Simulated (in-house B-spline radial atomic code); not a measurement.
## RPA and G0W0 on CAM-B3LYP: the titanium ion Ti⁷⁺

Configuration [Ne] 3s2 3p3, highest spin, mean-field start CAM-B3LYP. Computed with an all-electron radial atomic-structure program (B-spline basis): all electrons, scalar-relativistic (spin-free one-electron X2C), finite nucleus, each spin shell either full or empty, empty states to l = 9 with an (l + 1/2)⁻⁴ tail; G0W0 by contour deformation at full frequency.

Command:
```bash
python run_gw.py task.json out
```
Settings (radii: box in bohr, nucleus in fm):
```
Z                        22
electrons                15
configuration            [Ne] 3s2 3p3
hamiltonian              x2c
method                   camb3lyp
lmax                     9
rms_radius               3.5921
spin_polarised           True
box_radius               8.41
intervals                67
```

Cost of the run: 2 s on 1 thread of Arm Neoverse V2, on a shared host.

Energies (hartree):

| term | value |
| --- | --- |
| mean-field total | -837.16852 |
| Hartree-Fock functional on these orbitals | -836.48990 |
| direct second order | -1.0562 |
| second-order exchange | 0.38332 |
| SOSEX correction | 0.35368 |

(1) What is the RPA correlation energy, and what remains with SOSEX?

Quasi-particle levels (eV):

```
  level  occupied  mean field  Σx - vxc     Σc  QP weight     G0W0
  3p up       yes     -162.04     -6.97      ?          ?        ?
3s down       yes     -180.42     -3.39  -3.27      0.967  -187.08
2p down       yes     -592.05    -28.66   6.75      0.943  -613.96
3p down        no     -146.90      9.18  -3.39      0.964  -141.11
```

G0W0 = mean field + (Σx - vxc) + Σc, with Σc (partial-wave tail included) taken at the quasi-particle energy. Only the outer levels were computed. Levels of low weight are left out.

(2) Where does G0W0 put 3p up?

Answers

(1) RPA gives -0.9488 hartree (-1.72 eV per electron); RPA + SOSEX gives -0.59512, and the second-order doubles -0.67287 hartree (no singles). RPA lacks exchange-type terms and so overcorrelates at short range.

(2) At -169.36 eV, with Σc = -0.35 eV and a quasi-particle weight of 0.964. The tabulated removal energy is 170.5 ± 0.4 eV (NIST, semi-empirical); the calculation leaves out spin-orbit coupling, Breit and QED terms, and what these don't explain is the method's own error.
